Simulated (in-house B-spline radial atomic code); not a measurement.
A calculation on Ga3+: its settings, and results tabulated from the run. Computed with a B-spline radial code for spherical atoms: Dirac-Kohn-Sham PBEsol, spherical fractional occupations, Fermi nucleus of rms radius 3.9973 fm.

Command:
```bash
python run_scf.py task.json out
```
Settings (nuclear radius in fm, mass in u):
```
Z                31
configuration    [Ar] 3d10
hamiltonian      dirac
method           pbesol
spin_polarised   False
nucleus          fermi
rms_radius       3.9973
atomic_mass      68.92557
speed_of_light   137.035999084
```

Output (hartree, bohr):
```
 radial grid: 68 intervals, B-splines of order 8, outer radius 18.6486 bohr

 iter        energy (Eh)    residual
    1       -1934.764725    3.53e-01
    2       -1932.971323    6.08e-01
    3       -1940.362159    5.81e-02
    4       -1940.395327    1.37e-02
    5       -1940.395281    1.36e-02
    6       -1940.399888    2.15e-03
    7       -1940.399965    9.54e-05
    8       -1940.399965    6.63e-06
    9       -1940.399965    7.49e-08

 total energy                     -1940.39996
 kinetic                            1978.7573
 electron-nucleus                  -4649.2022
 Hartree                             803.3385
 exchange-correlation                -73.2936

 first-order corrections (not in the total)
   Gaunt                             0.9384
   retardation                      -0.0870
   frequency dependence             -0.0031
   self-energy                       0.6271
   Uehling                          -0.0588
   Wichmann-Kroll                    0.0005
   recoil                            0.0115

 orbital      occ     eigenvalue          <r>       <r^2>       <1/r>     <1/r^3>       r_max    small
 1s1/2      2.000      -376.7620    0.0486255  0.00318158     31.2848           -      0.0318  1.25e-02
 2s1/2      2.000       -47.5566     0.217738   0.0559888     6.87971           -      0.1826  2.41e-03
 2p1/2      2.000       -42.2541     0.188373   0.0435965     6.84161           -      0.1445  2.40e-03
 2p3/2      4.000       -41.2389     0.191883    0.045105     6.66673     860.073      0.1474  2.35e-03
 3s1/2      2.000        -6.6642     0.652406    0.491589     2.19001           -      0.5651  5.44e-04
 3p1/2      2.000        -4.9503     0.671935    0.532375     2.06096           -      0.5618  4.94e-04
 3p3/2      4.000        -4.8171     0.682636    0.549358     2.01877     113.679      0.5701  4.82e-04
 3d3/2      4.000        -1.9380     0.783607     0.78648     1.67866     12.1595       0.531  3.54e-04
 3d5/2      6.000        -1.9207     0.788829    0.797059     1.66729     11.8301      0.5339  3.50e-04
```

Cost of the run: 1.6 s on 1 thread of Arm Neoverse V1 (shared host).

For the Dirac Hamiltonian the kinetic term is c α·p + (β - 1)c².
